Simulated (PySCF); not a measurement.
Si(F)(Me)(SiH3)2 (CH9FSi3), SMILES C[Si](F)([SiH3])[SiH3].

The structure is a stationary point at PBE0-D3(BJ)/def2-SVP.

Computed with PySCF with TDA-ωB97X/def2-SVPD.

Vertical excitations. The molecule is in vacuum. State labels are in the subgroup Cs.

Task: Give excitation energies, oscillator strengths and character. (Estimate from the structure and the level; the computed values follow.)

Result: 
| state | symmetry | energy (eV) | λ (nm) | f | main pairs |
|---|---|---|---|---|---|
| S1 | A" | 6.12 | 203 | 0.038 | HOMO→LUMO 80 %, HOMO→LUMO+1 15 % |
| S2 | A" | 6.68 | 186 | 0.142 | HOMO→LUMO+1 75 %, HOMO→LUMO 14 % |
| S3 | A' | 7.14 | 174 | 0.015 | HOMO−1→LUMO 86 % |
| S4 | A" | 7.55 | 164 | 0.013 | HOMO→LUMO+2 71 %, HOMO→LUMO+3 23 % |
| S5 | A' | 7.79 | 159 | 0.091 | HOMO→LUMO+5 37 %, HOMO→LUMO+4 33 %, HOMO−1→LUMO+1 14 % |
| S6 | A' | 7.90 | 157 | 0.030 | HOMO−1→LUMO+1 68 % |
| S7 | A" | 7.97 | 156 | 0.649 | HOMO→LUMO+3 62 %, HOMO→LUMO+2 22 % |
| S8 | A" | 8.28 | 150 | 0.033 | HOMO→LUMO+6 66 %, HOMO−1→LUMO+5 12 % |
| S9 | A' | 8.31 | 149 | 0.073 | HOMO→LUMO+5 31 %, HOMO→LUMO+4 30 %, HOMO−1→LUMO+2 22 % |
| S10 | A' | 8.61 | 144 | 0.016 | HOMO−1→LUMO+2 40 %, HOMO−1→LUMO+3 17 %, HOMO→LUMO+10 10 %, HOMO→LUMO+4 7 % |
| T1 | A" | 5.33 | 233 | 0 | HOMO→LUMO 89 % |
| T2 | A" | 5.85 | 212 | 0 | HOMO→LUMO+1 83 % |
| T3 | A' | 6.40 | 194 | 0 | HOMO−1→LUMO 57 %, HOMO−1→LUMO+1 18 %, HOMO→LUMO+5 13 % |
| T4 | A' | 6.79 | 183 | 0 | HOMO−1→LUMO+1 33 %, HOMO−1→LUMO 24 %, HOMO→LUMO+4 18 %, HOMO→LUMO+5 6 % |
Triplets are in the Tamm–Dancoff approximation.
